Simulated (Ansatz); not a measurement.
Consider the atomization: `N#CBF` → B• + C• + F• + H• + N•.

Calculated with Ansatz (gas phase, PBE0-D4/def2-TZVP geometries, no zero-point term in ΔE). CBS: def2 TZ/QZ extrapolation, frozen cores. DFT in def2-TZVPP. No spin–orbit coupling; open shells (•) take unrestricted orbitals. Spin–orbit coupling would lower the free atoms: a little for B, C, F.

CCSD(T)/CBS gives +23.85 eV.

Q: Another level gave +24.17 eV. Which?
A. LDA (SPW92)/def2-TZVPP
B. PBE-QIDH/def2-TZVPP
C. CAM-B3LYP-D4/def2-TZVPP
D. PBE0/def2-TZVPP

A: C. CAM-B3LYP-D4 24.17, PBE0 24.01, PBE-QIDH 23.81, LDA (SPW92) 27.82 eV.

Largest T1 diagnostic among the species: 0.015.

From PBE to PBE0 (25 % exact exchange), in def2-TZVPP and without D4, ΔE moves by −0.93 eV: exact exchange takes away binding that semilocal exchange gives to molecules. The D4 term adds +0.10 eV with B3LYP and +0.05 eV with PBE0; it sums over pairs of atoms, weighted by their polarisabilities, and B3LYP, whose exchange is more repulsive, gets the larger term.

B3LYP here is the variant with VWN-RPA as its local correlation; programs differ in this.

CCSD(T)/CBS has its own doubt, a few kJ/mol and more with outer-core shells, so smaller differences from it don't rank the levels.
